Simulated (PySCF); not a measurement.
Computed with PBE-D3(BJ)/def2-TZVP // B3LYP-D3(BJ)/def2-TZVP (PySCF 2.14.0). Gas-phase values, no solvent. One relaxed conformer stands for a flexible species; it need not be the lowest. Excitations are Tamm–Dancoff values on a coarser integration grid. The basis has no diffuse functions, so Rydberg states are missing or too high.

Reference species (SMILES): `S[Si](S)(S)Br` (neutral, multiplicity 1).

| Property | Value |
|---|---|
| HOMO–LUMO gap | 4.74 eV |
| T1 excitation (TDA) | 4.58 eV |

Changed species: `S[Si](S)(S)S` (4 of 4 Br replaced by SH; the reference has 3 of 4 Br replaced by SH).

Q: Predict the effect on the HOMO–LUMO gap and T1 excitation (TDA).

A: the HOMO–LUMO gap rises by 0.23 eV, to 4.97 eV; the T1 excitation (TDA) increases by 0.22 eV, to 4.80 eV.
